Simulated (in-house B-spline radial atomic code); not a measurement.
**The antimony ion Sb⁷⁺: [He] 2s1 2p6 3s2 (3p1/2)2 (3p3/2)3 3d10 4s2 4p6 4d10 (with a hole in an inner shell)**

Computed with a radial B-spline atomic code at the basis-set limit: Dirac-Hartree-Fock, average of the jj configuration, Fermi nucleus of rms radius 4.6802 fm.

Z_r = [3n² - l(l+1)]/(2<r>); Z_e = n√(-2ε); the last column is Slater's effective charge. Values are occupation-weighted means over j. An effective charge above Z reflects the relativistic contraction of the inner shells.

```json
{"shell": "1s", "electrons": "2", "ε (eV)": "-30984", "<r> (bohr)": "0.02841", "Z_r": "52.79", "Z_e": "47.72", "Slater": "50.70"}
{"shell": "2s", "electrons": "1", "ε (eV)": "-5015.8", "<r> (bohr)": "0.1219", "Z_r": "49.23", "Z_e": "38.40", "Slater": "47.20"}
{"shell": "2p", "electrons": "6", "ε (eV)": "-4517.4", "<r> (bohr)": "0.1063", "Z_r": "47.04", "Z_e": "36.44", "Slater": "47.20"}
{"shell": "3s", "electrons": "2", "ε (eV)": "-1130.2", "<r> (bohr)": "0.3228", "Z_r": "41.82", "Z_e": "27.34", "Slater": "40.95"}
{"shell": "3p", "electrons": "5", "ε (eV)": "-978.89", "<r> (bohr)": "0.32", "Z_r": "39.06", "Z_e": "25.45", "Slater": "40.95"}
{"shell": "3d", "electrons": "10", "ε (eV)": "-727.87", "<r> (bohr)": "0.2935", "Z_r": "35.78", "Z_e": "21.94", "Slater": "31.85"}
{"shell": "4s", "electrons": "2", "ε (eV)": "-290.48", "<r> (bohr)": "0.76", "Z_r": "31.58", "Z_e": "18.48", "Slater": "25.10"}
{"shell": "4p", "electrons": "6", "ε (eV)": "-236.19", "<r> (bohr)": "0.8028", "Z_r": "28.65", "Z_e": "16.67", "Slater": "25.10"}
{"shell": "4d", "electrons": "10", "ε (eV)": "-151.89", "<r> (bohr)": "0.9003", "Z_r": "23.33", "Z_e": "13.36", "Slater": "13.85"}
```

The least bound orbital is 4d5/2 at -151.2 eV, and it is also the most diffuse (<r> = 0.9042 bohr). The part-filled 2s shell lies below the filled 4d shell in orbital energy.

For the 1s electron the small component carries 3.52 % of the norm, the zero-frequency Breit interaction raises the level by 70.33 eV, self-energy by 41.05 eV, and vacuum polarisation lowers it by 5.49 eV.
